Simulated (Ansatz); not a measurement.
**C4H4O2S: where a starting geometry ends**

The starting geometry of this gas-phase singlet was optimised with GFN2-xTB; its bonds are those of `O=CCSC#CO`.

```yaml
atoms:
  - { symbol: C, position_ang: [-2.2640, -1.6015, -1.6025] }
  - { symbol: C, position_ang: [-2.9773, -0.7651, -0.5937] }
  - { symbol: C, position_ang: [-1.2327, 1.1949, -1.2105] }
  - { symbol: C, position_ang: [-1.0517, 1.8285, -2.2181] }
  - { symbol: O, position_ang: [-2.2339, -1.3756, -2.7808] }
  - { symbol: O, position_ang: [-0.8403, 2.5666, -3.2625] }
  - { symbol: S, position_ang: [-1.6129, 0.2522, 0.1306] }
  - { symbol: H, position_ang: [-1.6711, -2.4207, -1.1532] }
  - { symbol: H, position_ang: [-3.7147, -0.0983, -1.0365] }
  - { symbol: H, position_ang: [-3.3883, -1.3437, 0.2297] }
  - { symbol: H, position_ang: [-0.2730, 2.1193, -3.9048] }
```

Task: Predict what it relaxes into with PBE-D3(BJ)/def2-SVP.

Result: It keeps its bonds, and is `O=CCSC#CO`.

The energy falls by 0.12 eV over 16 steps:

| step | E − E(last) (eV) |
| --- | --- |
| 1 | 0.115 |
| 3 | 0.010 |
| 4 | 0.006 |
| 6 | 0.003 |
| 8 | 0.001 |
| 9 | 0.001 |
| 11 | 0.000 |
| 13 | 0.000 |
| 14 | 0.000 |
| 16 | 0.000 |

Final geometry (Å):

```xyz
11

C    -2.3369   -1.7109   -1.5907
C    -2.9734   -0.7998   -0.5675
C    -1.2875    1.2546   -1.2837
C    -0.9867    1.9166   -2.2769
O    -2.5378   -1.6364   -2.7858
O    -0.7446    2.7001   -3.2923
S    -1.6496    0.3356    0.0765
H    -1.5887   -2.4395   -1.1523
H    -3.8023   -0.2107   -1.0040
H    -3.3062   -1.3603    0.3308
H    -0.0458    2.3073   -3.8565
```

No frequencies were run, so the end isn't proven a minimum. Run with Ansatz 0.2.0, 28 s on 2 threads of Arm Neoverse V2, on a shared host.
